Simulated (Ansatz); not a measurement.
C₃H₅AlO₄, SMILES `[OH][Al-]1([OH])[O]C=CC=[O+]1`, relaxed with RKS PBE-D4/def2-SVP in the Gaussian-basis code of Ansatz from a rough embedded geometry. The force threshold is 0.03 eV/Å; the program also tests the step.

Total charge 0; spin multiplicity 1.

Start:

```xyz
13

O     0.770    1.453    2.207
Al    0.914    0.188    0.900
O     2.397   -0.815    1.162
O     0.989    0.883   -0.768
C    -0.089    0.585   -1.720
C    -1.109   -0.219   -1.450
C    -1.320   -0.961   -0.149
O    -0.551   -0.873    0.863
H    -0.084    2.000    1.970
H     2.199   -1.361    2.007
H    -0.055    1.072   -2.670
H    -1.828   -0.392   -2.211
H    -2.233   -1.559   -0.141
```

(1) How much energy does the relaxation release, and in how many steps? (Estimate.)

(2) Which bonds change most? (Estimate.)

(3) Give the relaxed structure. (Estimate.)

Answers

(1) The calculation gave: 35.72 kcal/mol, in 11 steps, 1 of them rejected.

(2) The calculation gave: O4–C5 from 1.469 to 1.281 Å; C6–C7 from 1.513 to 1.406 Å; O1–Al2 from 1.825 to 1.718 Å; Al2–O3 from 1.810 to 1.719 Å.

(3) The calculation gave: 
```xyz
13

O     0.783    1.414    2.214
Al    0.838    0.185    1.015
O     2.093   -0.988    1.074
O     0.814    0.858   -0.728
C    -0.010    0.525   -1.652
C    -1.120   -0.322   -1.493
C    -1.445   -0.885   -0.246
O    -0.790   -0.718    0.843
H     0.048    2.029    2.343
H     2.717   -1.005    1.814
H     0.185    0.967   -2.655
H    -1.761   -0.534   -2.360
H    -2.352   -1.526   -0.170
```
